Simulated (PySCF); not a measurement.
Mo(NH)(S)(Me)(SH) (CH₅MoNS₂), SMILES [S]=[Mo]([SH])([CH3])=[NH], multiplicity 1.

Coordinates come from a B3LYP-D3(BJ)/def2-SVP optimisation. The multiplicity is an assumed one; no other spin state was optimised. The structure was generated by enumeration; whether it is a known compound was not checked. The def2 effective core potentials stand for the cores of Mo; spin–orbit coupling is left out. One conformer was computed; it need not be the lowest.

All values below come from PBE/def2-TZVP (PySCF).

Gas-phase values at a fixed geometry.

Computed frontier levels, gap, dipole moment and polarisability:
```yaml
highest_occupied_level: -6.49 eV
lowest_empty_level: -3.60 eV
orbital_gap: 2.89 eV
dipole_moment: 2.25 D
quadrupole, principal values (traceless, Buckingham form, about the centre of nuclear charge): -4.55, -1.17, 5.72 D·Å
mean_static_polarisability: 106.4 bohr³ (15.76 Å³)
polarisability_principal_values: 91.0, 104.1, 124.0 bohr³
```
